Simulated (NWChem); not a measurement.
Everything below was run with NWChem. System: CHBrCl$_{2}$, charge 0, spin multiplicity 1, at a geometry optimised with PBE/def2-SVP. The structure started from a generated list of species. Level: RHF/def2-TZVP.

Job file:

```
start mol
memory heap 200 mb stack 800 mb global 1000 mb
geometry units angstroms nocenter noautoz
  Cl     1.326154    -0.105180    -1.472391
  C      0.510891     0.467147     0.000000
  Cl     1.326154    -0.105180     1.472391
  Br    -1.391250    -0.022744     0.000000
  H      0.539168     1.569265     0.000000
  symmetry group Cs
end
basis spherical
  * library def2-tzvp
end
scf
  rhf
  nopen 0
  maxiter 100
  thresh 1e-7
  semidirect memsize 60000000 filesize 0
end
task scf energy
```

Output (cleaned and shortened):

```
             Northwest Computational Chemistry Package (NWChem) 7.3.0
             --------------------------------------------------------

                                NWChem Input Module
                                -------------------

 Scaling coordinates for geometry "geometry" by  1.889725989
 (inverse scale =  0.529177249)

 Turning off AUTOSYM since
 SYMMETRY directive was detected!

                             Geometry "geometry" -> ""
                             -------------------------

 Output coordinates in angstroms (scale by  1.889725989 to convert to a.u.)

  No.       Tag          Charge          X              Y              Z
 ---- ---------------- ---------- -------------- -------------- --------------
    1 Cl                  17.0000     1.32615400    -0.10518000    -1.47239100
    2 C                    6.0000     0.51089100     0.46714700     0.00000000
    3 Cl                  17.0000     1.32615400    -0.10518000     1.47239100
    4 Br                  35.0000    -1.39125000    -0.02274400     0.00000000
    5 H                    1.0000     0.53916800     1.56926500     0.00000000

 Effective nuclear repulsion energy (a.u.)     390.8034459320

            Nuclear Dipole moment (a.u.)
            ----------------------------
        X                 Y               Z
 ---------------- ---------------- ----------------
     0.0000000000    -0.0000245664     0.0000000000

      Symmetry information
      --------------------

 Group name             Cs
 Group number              2
 Group order               2
 No. of unique centers     4

      Symmetry unique atoms

     1    2    4    5


 Summary of "ao basis" -> "" (spherical)
 ------------------------------------------------------------------------------
       Tag                 Description            Shells   Functions and Types
 ---------------- ------------------------------  ------  ---------------------
 *                         def2-tzvp                  on all atoms

 Summary of "ao basis" -> "ao basis" (spherical)
 ------------------------------------------------------------------------------
       Tag                 Description            Shells   Functions and Types
 ---------------- ------------------------------  ------  ---------------------
 Cl                        def2-tzvp                13       37   5s5p2d1f
 C                         def2-tzvp                11       31   5s3p2d1f
 Br                        def2-tzvp                16       48   6s5p4d1f
 H                         def2-tzvp                 4        6   3s1p

                                 NWChem SCF Module
                                 -----------------

  ao basis        = "ao basis"
  functions       =   159
  atoms           =     5
  closed shells   =    38
  open shells     =     0
  charge          =   0.00
  wavefunction    = RHF
  use symmetry    = T
  symmetry adapt  = T

 Summary of "ao basis" -> "ao basis" (spherical)
 ------------------------------------------------------------------------------
       Tag                 Description            Shells   Functions and Types
 ---------------- ------------------------------  ------  ---------------------
 Cl                        def2-tzvp                13       37   5s5p2d1f
 C                         def2-tzvp                11       31   5s3p2d1f
 Br                        def2-tzvp                16       48   6s5p4d1f
 H                         def2-tzvp                 4        6   3s1p
[...]
    36 a'         37 a'         38 a"         39 a'         40 a'
    41 a'         42 a"         43 a'         44 a'         45 a"
    46 a'         47 a"         48 a'

             Final eigenvalues
             -----------------

              1
    1 -490.0440
    2 -104.8644
    3 -104.8644
    4  -65.1862
    5  -58.5416
    6  -58.5398
    7  -58.5398
    8  -11.4323
    9  -10.5920
   10  -10.5920
   11   -9.8594
   12   -8.0588
   13   -8.0588
   14   -8.0571
   15   -8.0571
   16   -8.0570
   17   -8.0570
   18   -7.4719
   19   -7.4642
   20   -7.4642
   21   -3.2149
   22   -3.2110
   23   -3.2109
   24   -3.2011
   25   -3.2011
   26   -1.2153
   27   -1.1133
   28   -1.0413
   29   -0.8633
   30   -0.6648
   31   -0.6140
   32   -0.5981
   33   -0.4942
   34   -0.4897
   35   -0.4653
   36   -0.4536
   37   -0.4321
   38   -0.4258
   39    0.0858
   40    0.1486
   41    0.1590
   42    0.1702
   43    0.2597
   44    0.2968
   45    0.3100
   46    0.3578
   47    0.3658
   48    0.3703

                       ROHF Final Molecular Orbital Analysis
                       -------------------------------------

 Vector   36  Occ=2.000000D+00  E=-4.536162D-01  Symmetry=a'
              MO Center=  7.2D-01,  2.3D-02,  7.3D-15, r^2= 4.0D+00
   Bfn.  Coefficient  Atom+Function         Bfn.  Coefficient  Atom+Function
  ----- ------------  ---------------      ----- ------------  ---------------
    16      0.255468  1 Cl py                84      0.255468  3 Cl py
   121      0.229351  4 Br px                15      0.209212  1 Cl px
    83      0.209212  3 Cl px                19      0.180640  1 Cl py
    87      0.180640  3 Cl py               115     -0.150261  4 Br px

 Vector   37  Occ=2.000000D+00  E=-4.320595D-01  Symmetry=a'
              MO Center= -1.1D+00,  2.0D-02, -3.4D-14, r^2= 2.2D+00
   Bfn.  Coefficient  Atom+Function         Bfn.  Coefficient  Atom+Function
  ----- ------------  ---------------      ----- ------------  ---------------
   122      0.501446  4 Br py               116     -0.323546  4 Br py
   125      0.290306  4 Br py               119      0.288450  4 Br py
   121     -0.159345  4 Br px

 Vector   38  Occ=2.000000D+00  E=-4.257939D-01  Symmetry=a"
              MO Center= -8.1D-01, -2.7D-02,  1.2D-14, r^2= 3.2D+00
   Bfn.  Coefficient  Atom+Function         Bfn.  Coefficient  Atom+Function
  ----- ------------  ---------------      ----- ------------  ---------------
   123      0.502875  4 Br pz               117     -0.322161  4 Br pz
   120      0.286657  4 Br pz               126      0.285752  4 Br pz
    15     -0.192155  1 Cl px                83      0.192155  3 Cl px

 Vector   39  Occ=0.000000D+00  E= 8.575401D-02  Symmetry=a'
              MO Center= -3.5D-01,  1.5D-01,  2.4D-14, r^2= 4.9D+00
   Bfn.  Coefficient  Atom+Function         Bfn.  Coefficient  Atom+Function
  ----- ------------  ---------------      ----- ------------  ---------------
    42      0.844964  2 C  s                 41      0.694026  2 C  s
   124     -0.652101  4 Br px               156     -0.607202  5 H  s
   111     -0.501435  4 Br s                 49     -0.307231  2 C  px
    20     -0.213403  1 Cl pz                88      0.213403  3 Cl pz
   121     -0.213809  4 Br px                18      0.207974  1 Cl px

 Vector   40  Occ=0.000000D+00  E= 1.485972D-01  Symmetry=a'
              MO Center=  1.8D-01,  9.2D-01, -1.2D-13, r^2= 5.5D+00
   Bfn.  Coefficient  Atom+Function         Bfn.  Coefficient  Atom+Function
  ----- ------------  ---------------      ----- ------------  ---------------
   156      2.270368  5 H  s                 42     -1.187341  2 C  s
    50     -1.117232  2 C  py                49     -0.807395  2 C  px
   111     -0.692048  4 Br s                124     -0.676282  4 Br px
    46     -0.313471  2 C  px                20      0.293426  1 Cl pz
    41     -0.294781  2 C  s                 88     -0.293426  3 Cl pz

 Vector   41  Occ=0.000000D+00  E= 1.589897D-01  Symmetry=a'
              MO Center=  8.2D-01,  9.2D-01, -4.1D-16, r^2= 5.3D+00
   Bfn.  Coefficient  Atom+Function         Bfn.  Coefficient  Atom+Function
  ----- ------------  ---------------      ----- ------------  ---------------
   156      2.567224  5 H  s                 50     -1.599401  2 C  py
    42     -1.214727  2 C  s                 49      0.660101  2 C  px
     5     -0.593781  1 Cl s                 73     -0.593781  3 Cl s
    20     -0.588627  1 Cl pz                88      0.588627  3 Cl pz
    41      0.531826  2 C  s                125      0.359545  4 Br py

 center of mass
 --------------
 x =  -0.13647248 y =  -0.02304819 z =   0.00000000

 moments of inertia (a.u.)
 ------------------
         562.484789493800          13.046116080715           0.000000000000
          13.046116080715        1542.267492111362           0.000000000000
           0.000000000000           0.000000000000        1021.859842704470

  Mulliken analysis of the total density
  --------------------------------------

    Atom       Charge   Shell Charges
 -----------   ------   -------------------------------------------------------
    1 Cl  17    17.07   2.01  0.45  1.52  1.10  0.84  4.18  1.69  1.07  2.80  1.35  0.02  0.04  0.01
    2 C    6     5.96   0.85  1.12  0.48  0.79 -0.08  1.06  1.40  0.11  0.02  0.19  0.01
    3 Cl  17    17.07   2.01  0.45  1.52  1.10  0.84  4.18  1.69  1.07  2.80  1.35  0.02  0.04  0.01
    4 Br  35    35.06   2.00  2.00  1.16  0.78  1.01  0.98  6.00  5.94  1.24  2.75  1.16  8.99  1.02 -0.00  0.05  0.01
    5 H    1     0.84   0.26  0.47  0.08  0.02

       Multipole analysis of the density wrt the origin
       ------------------------------------------------

     L   x y z        total         open         nuclear
     -   - - -        -----         ----         -------
     0   0 0 0     -0.000000      0.000000     76.000000

     1   1 0 0      0.027032      0.000000      0.000000
     1   0 1 0      0.465893      0.000000     -0.000025
     1   0 0 1      0.000000      0.000000      0.000000

     2   2 0 0    -37.102609      0.000000    462.085759
     2   1 1 0      0.652986      0.000000     -4.845686
     2   1 0 1      0.000000      0.000000      0.000000
     2   0 2 0    -35.710066      0.000000     14.877740
     2   0 1 1     -0.000000      0.000000      0.000000
     2   0 0 2    -37.546393      0.000000    263.222432

 Task  times  cpu:       13.9s     wall:       13.9s

 Total times  cpu:       13.9s     wall:       13.9s
```
